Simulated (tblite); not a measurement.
Species: C7H11F.
SMILES with atom numbers: `[CH3:1][C@@H:2]1[CH2:3][C@:4]12[CH2:5][C@@:6]2([CH3:7])[F:8]` (hydrogens: H9, H10, H11 on C1; H12 on C2; H13, H14 on C3; H15, H16 on C5; H17, H18, H19 on C7)

Computed with GFN2-xTB (tblite): harmonic, unscaled wavenumbers at the GFN2-xTB geometry, gas phase. Errors from tens to a few hundred cm⁻¹ against measured bands are possible.

Harmonic wavenumbers (cm⁻¹): 110.6, 128.8, 148.0, 161.4, 190.7, 274.3, 344.6, 382.0, 403.6, 435.8, 515.0, 666.8, 733.7, 842.3, 894.0, 904.9, 919.2, 955.5, 985.9, 999.2, 1034.6, 1058.3, 1069.8, 1094.6, 1123.4, 1131.7, 1141.4, 1171.9, 1195.6, 1274.6, 1347.8, 1396.0, 1410.4, 1419.3, 1442.9, 1468.5, 1484.4, 1492.0, 1497.2, 1625.2, 3017.3, 3022.4, 3023.7, 3029.1, 3031.3, 3044.1, 3058.8, 3073.3, 3078.1, 3088.0, 3088.9.

A = 3613, B = 1421, C = 1279 MHz; mass 114.084 u (most abundant isotopes); point group C1, symmetry number 1.

Problem. Zero-point energy?

Solution. Half the sum of the wavenumbers: 35215 cm⁻¹ = 100.69 kcal/mol.

Problem. Entropy at 273.15 K, 1 bar (ideal gas, RRHO, classical rotation)?

Solution. Translation 39.70, rotation 28.02, vibration 19.87: S = 87.6 cal/(mol K).

Problem. And Cp and H(273.15 K) − H(0)?

Solution. Cp = 32.25 cal/(mol K), of which vibrations give 24.30 (their classical limit is 51 R = 101.3); H(273.15 K) − H(0) = 5.33 kcal/mol without the zero-point energy, 3.16 from vibrations.

Problem. Blend soft modes into free rotors: weight 1/[1 + (100 cm⁻¹/ν̃)⁴] for the oscillator and the rest for a rotor with moment μB/(μ + B), μ = h/(8π²ν), B = 10⁻⁴⁴ kg m². What vibrational entropy results?

Solution. 19.61 cal/(mol K) in place of 19.87, which changes −T·S at 273.15 K by +0.07 kcal/mol.

Problem. How do the functions run with temperature in this model?

Solution. 
```tsv
T (K)	S (cal/(mol K))	Cp (cal/(mol K))	H − H(0) (kcal/mol)	G − H(0) (kcal/mol)	ln q(vib)
100	64.5	16.5	1.12	-5.32	0.73
200	78.7	25.4	3.22	-12.51	2.65
300	90.7	34.9	6.23	-20.99	4.76
500	113.2	53.8	15.17	-41.41	9.18
800	142.9	72.4	34.34	-79.95	15.91
1000	159.9	80.4	49.66	-110.26	20.21
```

q(vib) and H(0) count from the zero-point level.

Problem. What must be added to the electronic energy to get the Gibbs energy at 273.15 K and 1 bar?

Solution. ZPE + [H(273.15 K) − H(0)] − T·S = 100.69 + 5.33 − 23.92 = 82.10 kcal/mol.

Problem. Which modes carry the vibrational entropy at 273.15 K?

Solution. 110.6 cm⁻¹: 3.09; 128.8 cm⁻¹: 2.80; 148.0 cm⁻¹: 2.53; 161.4 cm⁻¹: 2.37; 190.7 cm⁻¹: 2.06; 274.3 cm⁻¹: 1.42 cal/(mol K); the other 45 give 5.60 together.

Hindered rotation and anharmonicity are outside this model. The structure is chiral; the term R ln 2 for an equal mix with its mirror image is left out.

Hardware: one thread, Intel Xeon 6975P-C (x86_64), shared host with 32 logical CPUs at a one-minute load of 14. Cost: 0.43 s wall. The figure is for the frequency step alone.
